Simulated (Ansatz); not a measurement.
`C=CCCCCCCCCC[SeH]`. The state is a triplet with charge 0. Geometry PBE-D4/def2-SVP, that of the neutral singlet; atoms count from 1.

```xyz
34

C    -6.1026    0.5360   -1.3897
C    -5.2343    0.5683   -0.3640
C    -3.7565    0.8096   -0.4820
C    -2.9069   -0.3947   -0.0400
C    -1.3992   -0.1363   -0.1002
C    -0.5594   -1.3537    0.3007
C     0.9592   -1.1471    0.2244
C     1.5213   -0.1611    1.2568
C     3.0539   -0.0776    1.2877
C     3.6848    0.5164    0.0203
C     5.2065    0.5860    0.1051
Se    6.0827    1.4386   -1.4499
H    -5.7708    0.7172   -2.4263
H    -7.1743    0.3328   -1.2373
H    -5.6119    0.3824    0.6597
H    -3.5034    1.0816   -1.5301
H    -3.4748    1.6875    0.1448
H    -3.1648   -1.2702   -0.6761
H    -3.1887   -0.6865    0.9971
H    -1.1187    0.1777   -1.1316
H    -1.1546    0.7311    0.5525
H    -0.8353   -1.6644    1.3345
H    -0.8408   -2.2086   -0.3530
H     1.4636   -2.1291    0.3651
H     1.2263   -0.8160   -0.8039
H     1.1065    0.8561    1.0794
H     1.1598   -0.4617    2.2652
H     3.3674    0.5334    2.1629
H     3.4719   -1.0949    1.4654
H     3.3996   -0.0880   -0.8678
H     3.2775    1.5347   -0.1619
H     5.5328    1.2109    0.9627
H     5.6558   -0.4174    0.2482
H     5.6275    0.4072   -2.4188
```

At PBE0-D4/def2-SVP a singlet of charge 0 lies 4.56 eV below the triplet at the same geometry.

**Question.** Estimate the Mulliken populations of the heavy atoms from the PBE0/def2-SVP orbitals of Ansatz.

**Answer.** 
```tsv
atom	charge (e)	spin (α − β)
C1	-0.09	0.00
C2	-0.10	0.00
C3	0.00	0.00
C4	-0.09	0.00
C5	-0.08	0.00
C6	-0.04	0.00
C7	-0.06	0.00
C8	-0.07	0.01
C9	-0.05	0.00
C10	-0.08	0.02
C11	-0.15	0.07
Se12	0.15	1.51
```
Mulliken values depend strongly on the basis.

**Question.** Where does the spin sit?

**Answer.** Summed by element: C 0.10, Se 1.51, H 0.39, of 2 unpaired in all. Largest on single atoms: Se12 1.51, H34 0.28, C11 0.07.

**Question.** And the Mayer bond orders between heavy atoms (over 0.3)?

**Answer.** C1–C2 2.01 (1.34 Å); C2–C3 1.05 (1.50 Å); C3–C4 1.05 (1.54 Å); C4–C5 1.07 (1.53 Å); C5–C6 1.06 (1.53 Å); C6–C7 1.09 (1.53 Å); C7–C8 1.06 (1.53 Å); C8–C9 1.08 (1.54 Å); C9–C10 1.06 (1.54 Å); C10–C11 1.03 (1.53 Å); C11–Se12 0.67 (1.98 Å).
